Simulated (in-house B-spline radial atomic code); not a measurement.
Configurations of Tm⁶⁺, with energies counted from [Kr] 4d10 4f11 5s2 5p4. Level of theory: scalar-relativistic (X2C) wB97X, spin-polarised, spherical fractional occupations, exact exchange averaged over the configuration, Fermi nucleus of rms radius 5.2256 fm; calculated with an all-electron radial atomic-structure program (B-spline basis). Shells without spins written out take the highest spin.

Occupations are held fixed; configurations that lie above the ionisation limit could autoionise.

```csv
configuration,E - E(ref) (eV),highest orbital,its <r> (bohr)
[Kr] 4d10 4f10 5s2 5p5,-11.216,4f down,0.676
[Kr] 4d10 4f12 5s2 5p3,14.395,4f down,0.7088
[Kr] 4d10 4f10 5s2 5p4 6p1,48.836,6p up,2.629
[Kr] 4d10 4f10 5s2 5p4 5f1,59.499,5f up,2.453
[Kr] 4d9 4f11 5s2 5p4 6p1,222.3,6p up,2.626
```

Task: Order these further configurations by energy, lowest first.
A. [Kr] 4d9 4f11 5s2 5p4 6s1
B. [Kr] 4d10 4f11 5s2 5p3 5f1
C. [Kr] 4d9 4f12 5s2 5p4
D. [Kr] 4d10 4f11 5s2 5p3 5d1
E. [Kr] 4d10 4f10 5s2 5p4 6d1

Result: D (34.749 eV), E (61.603 eV), B (68.575 eV), C (172.64 eV), A (212.42 eV).

Task: How far above the reference does [Kr] 4d10 4f11 5s2 5p3 6s1 lie?

Result: 48.111 eV; its least bound orbital is 6s up with <r> = 2.344 bohr.

Task: Is the reference the lowest configuration at this level of theory?

Result: No: [Kr] 4d10 4f10 5s2 5p5 lies 11.22 eV lower with this functional.
